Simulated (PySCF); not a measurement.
C₆H₅NS₂.
SMILES with atom numbers: `[NH2:1][c:2]1[cH:3][s:4][c:5]2[cH:6][cH:7][s:8][c:9]12` (hydrogens: H10, H11 on N1; H12 on C3; H13 on C6; H14 on C7)

Method used: PBE0/def2-SV(P) geometry optimisation, gas phase in PySCF.

(1) Give the optimised bond lengths and angles.

## Answers

(1) 
```
          bond  length (Å)
         N1–C2       1.387
         C2–C3       1.376
         C3–S4       1.739
         S4–C5       1.726
         C5–C6       1.423
         C6–C7       1.369
         C7–S8       1.732
         S8–C9       1.729
         C2–C9       1.431
         C5–C9       1.390
N1–H10, N1–H11       1.016
        C3–H12       1.091
        C6–H13       1.092
        C7–H14       1.091
```

Bonds in one row agree within 0.01 Å and their mean is given. A selection of angles:
```
    angle  degrees
 N1–C2–C3    126.9
 N1–C2–C9    123.3
 C3–C2–C9    109.7
 C2–C3–S4    113.9
 C3–S4–C5     91.0
 S4–C5–C6    135.5
 S4–C5–C9    111.0
 C6–C5–C9    113.5
 C5–C6–C7    111.0
 C6–C7–S8    113.4
 C7–S8–C9     91.0
 C2–C9–S8    134.4
 C2–C9–C5    114.4
 C5–C9–S8    111.1
H10–N1–C2    114.8
H11–N1–C2    114.7
```

The 9 heavy atoms lie in one plane (0.013 Å rms). N1 (aniline-type nitrogen) is pyramidal (angles 114.8°, 114.7° and 111.6°, sum 341.2°, 0.28 Å off the plane of its three neighbours). The 5-membered ring C5–C6–C7–S8–C9 has internal angles of 91.0° to 113.5° (sum 540°, against 540° for a flat polygon); it is planar, 0.00 Å rms from its mean plane, widest ring torsion 1°. The 5 C–C bonds span 1.369 Å (C6–C7, aromatic) to 1.431 Å (C2–C9, aromatic), a spread of 0.062 Å. S8 (thiophene-type sulfur) is bent (angle 91.0°). The 5-membered ring C2–C3–S4–C5–C9 has internal angles of 91.0° to 114.4°; it is planar, 0.00 Å rms from its mean plane, widest ring torsion 1°. Of the pairs four or more bonds apart, S8···H11 is among the closest relative to their van der Waals radii: 3.14 Å, 105 % of the sum of Bondi's values.

Whether it is a minimum is left open (no frequencies).
